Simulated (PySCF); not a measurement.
C7H7ClN: g tensor and hyperfine couplings

Compound: C7H7ClN (doublet state).
Cartesian coordinates in Å at the GFN2-xTB level; atoms count from 1:
```
atom  x, y, z in Å
N1    -3.559    1.855    0.331
C2    -3.207    0.770    0.399
C3    -2.705   -0.586    0.478
C4    -1.220   -0.525    0.618
C5    -0.369   -0.652   -0.462
C6     0.968   -0.562   -0.391
C7     2.253   -0.426   -0.353
C8     2.960    0.886   -0.524
Cl9    3.707    1.376    1.035
H10   -3.001   -1.115   -0.434
H11   -3.167   -1.072    1.344
H12   -0.819   -0.293    1.592
H13   -0.799   -0.860   -1.437
H14    2.904   -1.271   -0.156
H15    3.776    0.805   -1.242
H16    2.271    1.679   -0.809
```

The hyperfine couplings belong to this conformer and change with its torsions.

As a line formula: `C(C#N)/C=C/[C]=C\CCl` [radical].

Theory: UKS B3LYP, pcH-1 on C Cl H N, non-relativistic, mean-field spin-orbit, GIAO in PySCF 2.14.0. The structure is a single GFN2-xTB conformer in the gas phase; no vibrational or solvent corrections. A GFN2-xTB geometry isn't a minimum of the functional, and hyperfine couplings can be far from their values at a DFT geometry. Stability of the SCF solution: not tested. ⟨S²⟩ is 0.775 where a pure state has 0.75.

```json
{"g1, g2, g3": "2.00230, 2.00241, 2.00298", "g_iso": "2.00256", "Form of g": "rhombic: the two nearest values differ by 15 % of g3 − g1", "⟨S²⟩": "0.7753 (exact 0.7500)", "HOMO–LUMO gap, α and β orbitals": "4.95, 5.01 eV", "Total energy": "-785.82158 Eh"}
```

Hyperfine couplings atom by atom, in G; T1 to T3 are the principal values of the dipolar part; ρ(0) is the spin density at the nucleus (MHz turned into gauss with g_iso; 10 G = 1 mT):

```tsv
atom	isotope	a_iso	of which spin–orbit	T1	T2	T3	Mulliken spin population	ρ(0) (bohr⁻³)
N1	14N	0.2	0.0	-0.5	-0.3	0.7	0.02	0.0020
C2	13C	23.3	0.0	-1.1	-0.8	1.9	0.02	0.0580
C3	13C	-7.4	0.0	-0.6	0.1	0.4	-0.05	-0.0185
C4	13C	24.0	0.0	-20.1	-19.7	39.8	0.69	0.0598
C5	13C	-17.9	0.0	-9.7	3.8	5.9	-0.25	-0.0448
C6	13C	18.3	0.0	-18.5	-13.9	32.3	0.59	0.0458
C7	13C	-12.9	0.0	-3.4	0.9	2.6	-0.10	-0.0321
C8	13C	24.5	0.0	-1.4	-1.3	2.7	0.03	0.0611
Cl9	35Cl	-0.5	0.0	-0.5	0.0	0.5	0.00	-0.0034
H10	1H	4.6	0.0	-1.2	-1.0	2.2	0.01	0.0029
H11	1H	13.2	0.0	-1.2	-1.1	2.3	0.01	0.0082
H12	1H	-15.6	0.0	-8.4	-0.8	9.2	-0.03	-0.0098
H13	1H	5.6	0.0	-1.9	-0.3	2.2	0.01	0.0035
H14	1H	33.7	0.0	-1.1	-0.8	2.0	0.04	0.0212
H15	1H	0.1	0.0	-0.8	-0.5	1.3	0.00	0.0001
H16	1H	-1.2	0.0	-1.4	-0.3	1.7	0.00	-0.0007
```

The Mulliken spin populations are largest on C4 (+0.69), C6 (+0.59), C5 (-0.25) and C7 (-0.10). The angles at C4 add up to 359.8°, so it is planar; its axial dipolar tensor and the negative coupling of its proton fit spin in a p orbital normal to that plane.

The SMILES `N#CC/C=C/[C]=C\CCl` draws the unpaired electron on C6, whose computed spin population is only +0.59.

Under fast tumbling the dipolar parts average out, and these isotropic splittings remain: 1 × 1H (H14, I = 1/2, 2 lines) with 3.37 mT, 1 × 1H (H12, I = 1/2, 2 lines) with 1.56 mT, 2 × 1H (H10/H11, I = 1/2, 3 lines) with 0.89 mT, 1 × 1H (H13, I = 1/2, 2 lines) with 0.56 mT, 1 × 35Cl (Cl9, I = 3/2, 4 lines) with 0.05 mT and 2 × 1H (H15/H16, I = 1/2, 3 lines) with 0.05 mT.

Nuclei that the bonding pattern makes equivalent are averaged, as if the motion that swaps them (rotation, inversion, ring flip) were fast. The 1H value of +24.8 MHz is a mean of couplings from 12.8 to 36.9 MHz in this one geometry, not an average over conformers.

Main isotope only: 35Cl (natural samples also hold 24 % 37Cl, magnetic too, which adds its own pattern).

The 13C coupling of C8 (68.7 MHz) shows only in satellite lines or after enrichment, since that isotope makes up about 1.07 % of natural carbon.

The spin density at the nucleus, in bohr⁻³, is negative for C5 (-0.0448), C7 (-0.0321) and C3 (-0.0185), for instance. A restricted open-shell determinant has no negative spin density anywhere; here it arises because α and β orbitals differ (spin polarisation).

On one thread of an Arm Neoverse V1 (shared host), this took 2.2 min of wall time (grids of density and orbitals included) and 1.1 GiB of memory at its peak.
